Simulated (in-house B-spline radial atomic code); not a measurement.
# Ionising F+ with different functionals

Computed with an all-electron radial atomic-structure program (B-spline basis): non-relativistic Hamiltonian, point nucleus, spin-polarised at highest spin, spherical fractional occupations for the functionals, the average over the highest-spin determinants for Hartree-Fock. The ionisation energy is the difference of two self-consistent energies, [He] 2s2 2p4 → [He] 2s2 2p3, without Breit or QED terms; ε is the level of the shell that loses the electron (its least bound occupied spin orbital).

Hybrids are left out here: with spherical fractional occupations of an open shell their exact exchange keeps a self-interaction that integer-occupation calculations don't have.

| method | rung | ΔSCF (eV) | -ε(2p) (eV) |
| --- | --- | --- | --- |
| Hartree-Fock | Hartree-Fock | 33.24 | 35.34 |
| LDA VWN5 | LDA | ? | ? |
| LDA PW92 | LDA | 35.16 | 26.19 |
| LDA exchange-only | LDA | 32.84 | 24.16 |
| PBE | GGA | 34.95 | 25.97 |
| PBEsol | GGA | 34.77 | 25.85 |
| BLYP | GGA | 35.11 | 26.02 |
| RPBE | GGA | ? | ? |
| PW91 | GGA | 35.05 | 26.08 |
| BP86 | GGA | 35.09 | 26.11 |
| AM05 | GGA | 34.70 | 25.81 |
| OLYP | GGA | 34.58 | 25.67 |
| TPSS | meta-GGA | 34.59 | 25.82 |
| SCAN | meta-GGA | 34.09 | 25.59 |
| r2SCAN | meta-GGA | 34.06 | 25.59 |
| M06-L | meta-GGA | 34.06 | 25.48 |
| revTPSS | meta-GGA | 34.43 | 25.72 |

(1) What does RPBE give?

(2) What does LDA VWN5 give?

(3) How do they compare with the NIST value?

## Answers

(1) ΔSCF 34.82 eV, and -ε(2p) = 25.87 eV.

(2) ΔSCF 35.16 eV, and -ε(2p) = 26.19 eV.

(3) NIST lists 34.971 eV (measured, ground level to ground level). Errors run from -2.13 to +0.19 eV; PBE is closest (-0.02 eV), but part of that can be cancellation, since the calculations leave out relativity, Breit-QED terms, multiplet and fine-structure energies. Hartree-Fock also lacks correlation.
